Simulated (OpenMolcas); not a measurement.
An atom or ion with 83 electrons was computed by XMS-CASPT2, IPEA 0.25 Eh, imaginary shift 0.1 Eh with spin-orbit coupling (OpenMolcas, ANO-RCC-VQZP, DKH2). The lowest levels that the run gave, each within 12 % of the measured value where one is at hand:

| J | Parity | E (cm-1) | g |
| --- | --- | --- | --- |
| 3/2 | odd | 0.0 | 1.691 |
| 3/2 | odd | 10390 | 1.191 |
| 5/2 | odd | 14060 | 1.200 |
| 1/2 | odd | 20280 | 0.666 |
| 3/2 | odd | 29450 | 1.254 |

**Question.** Which ion is it, and what are the configurations and terms?

**Answer.** neutral bismuth (Z = 83, neutral; active space 3 electrons in 3 orbitals (6p)). J, parity and g give the terms where levels are pure, and mixed ones are named by the computed weights; the size of the splittings, set against known spectra of the 83-electron sequence, gives the charge. In order, with the measured energies in cm-1 (NIST Handbook of Basic Atomic Spectroscopic Data): 6s2 6p3 4S* 3/2 [63 %], 6s2 6p3 2D* 3/2 [62 %] (11419), 6s2 6p3 2D* 5/2 (15438), 6s2 6p3 2P* 1/2 (21661), 6s2 6p3 2P* 3/2 [66 %] (33165).

Term energies are means over components that CASPT2 splits; among the terms shown or strongly mixed into the levels shown the widest spread is 2100 cm-1 (6s2 6p3 2D*). Spin-orbit splittings of 6p shells tend to come out small when the coupling is added on scalar orbitals. With the s shell closed, the reference lacks s² → p² mixing. Computed and measured levels are paired by configuration, term and J; levels that our copy of the source lacks, or whose pairing is in doubt (as where it misses far off the trend of its configuration), stay unpaired and out of the deviations. Only configurations of the active space appear.

A share in square brackets marks a mixed level and gives the weight of the term that names it. * marks odd parity.
